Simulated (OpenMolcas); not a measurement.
Ti2+ (d2) among equal point charges was computed by CASSCF with the d shell active (OpenMolcas, ANO-RCC-VTZP on the metal). Its lowest spin-free states, and all those of the highest spin:

```
2S+1  Degeneracy  E (cm-1)
   3           3       0.0
   1           3      9858
   1           2      9985
   3           3     10187
   1           1     19796
   3           3     20620
   1           3     22481
   3           1     23911
   1           3     24866
   1           2     37857
   1           1     54529
```

Problem. Is the site octahedral, tetrahedral or cube-like, axial, or of lower symmetry?

Solution. The states with 2S+1 = 3 have orbital degeneracies 3, 3, 3, 1. Threefold states need a cubic site. For d2 at this spin an octahedron puts the threefold T1 below the threefold T2 and a tetrahedron or cube puts the single A2 below the threefold T2, so the site is octahedral. The run had Ti2+ among 6 point charges of -1 e arranged as an octahedron (Oh), 1.72 Å from the ion.

An orbital triplet at a regular site is open to Jahn-Teller coupling, which can distort the site and quench the lowest spin-orbit gaps and is left out. Without dynamic correlation the repulsion within the d shell is too large (B by tens of per cent), so at a given field states of lower spin stand too high. This is an electrostatic model: the charges have no orbitals. No measured value stands beside these numbers.
